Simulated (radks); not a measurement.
Values are calculated unless marked as measured or tabulated.
Spherical jellium clusters: N electrons in a uniform positive sphere of charge N and radius rs N^(1/3), rs = 5.47 bohr. Level of theory: non-relativistic Kohn-Sham, LDA (Slater exchange, Perdew-Wang correlation), spin-polarised, spherical densities (a radial shooting solver with Libxc functionals). Levels are named by radial order and angular momentum (1s, 1p, 1d, 2s, ...), and open shells are averaged over m.

N = 7, configuration 1s2 1p(up 3, down 2). This is the lowest configuration that the search found. Occupied and some empty levels:

level,occupation,eigenvalue (eV),<r> (bohr)
1s up,1,-3.2338,7.015
1s down,1,-3.1069,7.038
1p up,3,-2.5178,8.282
1p down,2,-2.3954,8.358
1d up,0,-1.6106,9.447
1d down,0,-1.5050,9.564
2s up,0,-1.1833,9.089
2s down,0,-1.1151,9.217
1f up,0,-0.61732,10.88
1f down,0,-0.53707,11.08

Energy (eV): total -11.9312, kinetic 6.9779, external -151.61, Hartree 75.446, exchange-correlation -19.206, background 76.456.

Electron density:

r (bohr),n(r) (e/bohr^3)
0.334,0.0009520
1.17,0.001030
2.01,0.001185
2.85,0.001389
3.69,0.001607
4.53,0.001792
5.36,0.001895
6.20,0.001876
7.04,0.001720
7.88,0.001444
8.72,0.001100
9.56,0.0007569
10.4,0.0004732
11.2,0.0002712
12.1,0.0001460
12.9,0.00007507
13.8,0.00003725
14.6,0.00001800
15.4,8.611e-06
16.3,4.020e-06
